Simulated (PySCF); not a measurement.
CH3ClSZn.

```xyz
7

Zn     0.1716    -0.3435     0.0000
Cl    -0.2601    -2.4077     0.0000
S      0.6199     1.7754     0.0000
C     -1.0703     2.4772     0.0000
H     -1.6374     2.1984     0.8987
H     -0.9477     3.5693     0.0000
H     -1.6374     2.1984    -0.8987
```
Charge 0, spin multiplicity 1.

Geometry: PBE0-D3(BJ)/def2-SVP. The structure was generated by enumeration; whether it is a known compound was not checked. The values are those of a single conformer.

These are PySCF with PBE/pcSseg-1 values and carry that method's errors. Non-relativistic, no solvent.

Computed absolute GIAO shielding of each atom: isotropic value and principal components (ppm):
```json
[
 {"atom": "Zn1", "σ(iso)": "1615.1", "σ11": "1165.9", "σ22": "1228.4", "σ33": "2451.0", "span": "1285.2"},
 {"atom": "Cl2", "σ(iso)": "960.8", "σ11": "869.8", "σ22": "869.9", "σ33": "1142.7", "span": "272.9"},
 {"atom": "S3", "σ(iso)": "643.3", "σ11": "551.7", "σ22": "594.3", "σ33": "783.7", "span": "232.0"},
 {"atom": "C4", "σ(iso)": "168.3", "σ11": "158.1", "σ22": "160.4", "σ33": "186.3", "span": "28.2"},
 {"atom": "H5", "σ(iso)": "28.9", "σ11": "22.7", "σ22": "27.3", "σ33": "36.8", "span": "14.0"},
 {"atom": "H6", "σ(iso)": "29.4", "σ11": "23.7", "σ22": "26.2", "σ33": "38.1", "span": "14.4"},
 {"atom": "H7", "σ(iso)": "28.9", "σ11": "22.7", "σ22": "27.3", "σ33": "36.8", "span": "14.0"}
]
```
